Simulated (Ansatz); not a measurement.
Consider the isomerisation: `[SiH3]CN[SiH2]Cl` → `NC([SiH3])[SiH2]Cl`.

Gas-phase electronic energies from Ansatz, PBE0-D4/def2-TZVP geometries. CCSD(T)/CBS is the MP2 limit (def2-TZVPP, def2-QZVPP) plus CCSD(T) − MP2 in def2-TZVPP, frozen cores. Functionals use def2-TZVPP. One conformer a species, not always the lowest.

`[SiH3]CN[SiH2]Cl`:

Cartesian coordinates in Å:
```
Si 1.274 0.811 1.591
C 0.005 0.751 0.196
N -0.399 -0.621 -0.086
Si -0.897 -1.155 -1.621
Cl -2.706 -0.367 -2.256
H 2.533 0.143 1.171
H 1.559 2.219 1.978
H 0.720 0.087 2.769
H 0.471 1.172 -0.701
H -0.848 1.404 0.427
H -0.742 -1.118 0.723
H 0.094 -0.704 -2.623
H -1.064 -2.623 -1.566
```

`NC([SiH3])[SiH2]Cl`:

Z-matrix (Å, degrees):
```
C
Si 1 1.893
Si 1 1.869 2 114.6
N 1 1.469 2 113.4 3 126.2
H 1 1.101 2 107.4 3 -113.7
H 2 1.486 1 109.7 3 -64.4
H 2 1.489 1 112.5 3 57.7
H 2 1.490 1 107.8 3 177.9
Cl 3 2.064 1 108.4 2 68.6
H 3 1.483 1 110.7 2 -49.4
H 3 1.481 1 111.8 2 -173.5
H 4 1.013 1 110.6 2 -67.9
H 4 1.013 1 111.4 2 51.1
```

Is it downhill or uphill in electronic energy at CCSD(T)/CBS, and by how much? (An estimate is asked.)

The calculation gave: Uphill: ΔE = +15.5 kcal/mol.

What do these levels give: PBE, CCSD(T)/def2-TZVPP, SCS-MP2/def2-QZVPP, HF/CBS(def2), MP2/CBS(def2), CCSD/CBS(def2)? (Best estimate.)

The calculation gave: PBE 14.5, CCSD(T)/def2-TZVPP 15.5, SCS-MP2/def2-QZVPP 16.6, HF/CBS(def2) 20.0, MP2/CBS(def2) 15.7, CCSD/CBS(def2) 16.2 kcal/mol.

Largest T1 diagnostic among the species: 0.011.

In def2-TZVPP, CCSD(T) changes the Hartree–Fock value by −4.2 kcal/mol (the triples alone add −0.7 kcal/mol) and MP2 by −4.0 kcal/mol. The D4 term adds −1.5 kcal/mol with B3LYP and −0.8 kcal/mol with PBE0; it sums over pairs of atoms, weighted by their polarisabilities, and B3LYP, whose exchange is more repulsive, gets the larger term.

B3LYP here is the variant with VWN-RPA as its local correlation; programs differ in this.
